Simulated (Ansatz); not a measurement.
Basis-set extrapolation for `C[N+]1(C)[Al@H-]([Cl])[N+](C)(C)[Al@@H-]1[Cl]` (PBE0-D4/def2-TZVP geometry, frozen core, the Gaussian-basis code of Ansatz). Multiplicity 1, RHF reference.

```csv
,def2-TZVPP,def2-QZVPP
HF,-1671.769086,-1671.821581
MP2 correlation,-1.682976,-1.808580
CCSD(T) correlation,-1.858113,not run
```

Energies in hartree. Use E(X) = E(∞) + A·exp(−7.88·√X) for Hartree–Fock and E(X) = E(∞) + B·X^(−2.97) for correlation, with X = 3 and 4, and add CCSD(T) minus MP2 of the smaller set to the MP2 limit.

Question: What is the CCSD(T) energy at the basis-set limit?

Answer: HF limit: -1671.821581 + (-0.052495) × 0.13774 = -1671.82881. MP2 limit: -1.808580 + (-0.125604) × 0.74074 = -1.90162. Higher-order term: -1.858113 − (-1.682976) = -0.17514. Total: -1673.90557 hartree, 174.7 kcal/mol below CCSD(T)/def2-TZVPP.
